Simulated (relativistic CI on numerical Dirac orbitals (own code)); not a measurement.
**Forbidden lines of Pb⁴¹⁺**

Computed by Dirac-Coulomb-Breit CI, orbitals from a KLI potential per configuration, model QED, unscaled Slater integrals (own radial code, finite nucleus).

Configuration list (outside the closed core [Ar] 3d10): 4s²4p⁶4d⁵, 4s²4p⁶4d⁴4f, 4s²4p⁵4d⁶, 4s4p⁶4d⁵4f, 4p⁶4d⁷, 4p⁵4d⁸, 4s²4p⁶4d³5s², 4s²4p⁶4d²4f5s², 4s4p⁶4d³4f5s². Double excitations out of closed p, d and f shells are left out; levels of such configurations are missing from the list, as are those of other unlisted configurations, and high levels can miss mixing partners.

```
λ vac (Å)                 Lower                  Upper  Type   A (s⁻¹)        gf  Branching (%)
   324.54   4s²4p⁶4d⁵ ⁶S5/2 [2]   4s²4p⁶4d⁵ ⁴P3/2 [17]    M1  1.71e+05  1.08e-05           29.7
   331.06   4s²4p⁶4d⁵ ⁴G7/2 [3]   4s²4p⁶4d⁵ ⁴F5/2 [21]    M1  1.41e+05  1.39e-05           35.4
   337.50   4s²4p⁶4d⁵ ⁴D3/2 [4]   4s²4p⁶4d⁵ ⁴F5/2 [21]    M1  6.48e+04  6.64e-06           16.3
   347.34   4s²4p⁶4d⁵ ⁴G7/2 [3]   4s²4p⁶4d⁵ ²H9/2 [19]    M1  6.07e+04  1.10e-05           15.9
   357.87  4s²4p⁶4d⁵ ²H11/2 [5]   4s²4p⁶4d⁵ ²H9/2 [19]    M1  7.23e+04  1.39e-05           18.9
   362.28   4s²4p⁶4d⁵ ⁶S5/2 [2]   4s²4p⁶4d⁵ ⁴D7/2 [12]    M1  7.84e+04  1.23e-05           24.4
   368.19   4s²4p⁶4d⁵ ²G9/2 [6]   4s²4p⁶4d⁵ ²G7/2 [20]    M1  6.31e+04  1.03e-05           55.7
   372.75   4s²4p⁶4d⁵ ²D5/2 [7]   4s²4p⁶4d⁵ ²D3/2 [22]    M1  7.32e+04  6.10e-06           45.8
   375.45   4s²4p⁶4d⁵ ⁴G7/2 [3]   4s²4p⁶4d⁵ ²F5/2 [18]    M1  1.00e+05  1.27e-05           31.9
   383.12   4s²4p⁶4d⁵ ²G9/2 [6]   4s²4p⁶4d⁵ ²H9/2 [19]    M1  2.15e+05  4.74e-05           56.4
   383.76   4s²4p⁶4d⁵ ⁴D3/2 [4]   4s²4p⁶4d⁵ ²F5/2 [18]    M1  4.44e+04  5.88e-06           14.1
   392.33   4s²4p⁶4d⁵ ⁴D3/2 [4]   4s²4p⁶4d⁵ ⁴P3/2 [17]    M1  2.70e+05  2.49e-05           47.0
   398.78   4s²4p⁶4d⁵ ⁴P5/2 [1]    4s²4p⁶4d⁵ ⁴D3/2 [4]    M1  3.05e+05  2.90e-05          100.0
   402.53   4s²4p⁶4d⁵ ⁴D3/2 [4]   4s²4p⁶4d⁵ ⁴D1/2 [15]    M1  2.55e+05  1.24e-05           64.4
   403.91  4s²4p⁶4d⁵ ²H11/2 [5]  4s²4p⁶4d⁵ ²I13/2 [16]    M1  4.37e+04  1.50e-05           99.6
   408.17   4s²4p⁶4d⁵ ⁴P5/2 [1]    4s²4p⁶4d⁵ ⁴G7/2 [3]    M1  1.31e+05  2.62e-05           99.2
   409.84   4s²4p⁶4d⁵ ²F7/2 [9]   4s²4p⁶4d⁵ ⁴F5/2 [21]    M1  1.14e+05  1.72e-05           28.6
   413.50   4s²4p⁶4d⁵ ⁶S5/2 [2]   4s²4p⁶4d⁵ ⁶S5/2 [11]    M1  5.32e+05  8.19e-05           91.2
   416.18   4s²4p⁶4d⁵ ⁴G7/2 [3]   4s²4p⁶4d⁵ ⁴G9/2 [14]    M1  1.13e+05  2.93e-05           52.5
   431.39  4s²4p⁶4d⁵ ²H11/2 [5]   4s²4p⁶4d⁵ ⁴G9/2 [14]    M1  7.31e+04  2.04e-05           34.0
   437.54   4s²4p⁶4d⁵ ⁴G7/2 [3]   4s²4p⁶4d⁵ ⁴D7/2 [12]    M1  1.15e+05  2.64e-05           35.9
   442.33   4s²4p⁶4d⁵ ²D5/2 [7]   4s²4p⁶4d⁵ ²F5/2 [18]    M1  1.18e+05  2.07e-05           37.5
   445.03  4s²4p⁶4d⁵ ²H11/2 [5]  4s²4p⁶4d⁵ ²I11/2 [13]    M1  1.85e+05  6.59e-05           85.6
   453.75   4s²4p⁶4d⁵ ²D5/2 [7]   4s²4p⁶4d⁵ ⁴P3/2 [17]    M1  9.75e+04  1.20e-05           17.0
   484.78   4s²4p⁶4d⁵ ²G9/2 [6]  4s²4p⁶4d⁵ ²I11/2 [13]    M1  3.10e+04  1.31e-05           14.4
   495.88   4s²4p⁶4d⁵ ²G9/2 [6]   4s²4p⁶4d⁵ ⁴D7/2 [12]    M1  7.37e+04  2.17e-05           23.0
   506.28   4s²4p⁶4d⁵ ⁴P5/2 [1]    4s²4p⁶4d⁵ ⁶S5/2 [2]    M1  2.62e+05  6.05e-05          100.0
   514.51   4s²4p⁶4d⁵ ⁴G7/2 [3]   4s²4p⁶4d⁵ ⁶S5/2 [11]    M1  4.03e+04  9.61e-06            6.9
   531.11   4s²4p⁶4d⁵ ²D5/2 [7]   4s²4p⁶4d⁵ ⁴D7/2 [12]    M1  4.87e+04  1.65e-05           15.2
   546.62  4s²4p⁶4d⁵ ²D3/2 [10]   4s²4p⁶4d⁵ ⁴F5/2 [21]    M1  6.57e+04  1.77e-05           16.5
```

Terms are leading LS components. Brackets give the number of a level in order of energy, since labels repeat. The list gives strong lines, with weight on those to low levels, among the lowest 200 of 1946 levels, so that lines to higher ones, which can be the strongest, are missing. Levels whose partners in the same complex of configurations lie outside the list can be far off, and so can their lines. Rates are taken at the computed energies, electric ones in the length gauge.

At this charge energies of transitions that change n are usually good to better than 1 %, and those within a shell (Δn = 0) to a few per cent.

LS names give the leading component of a level, which can be under half, so a name can repeat, a term be missing and a line seem to break the LS rules.
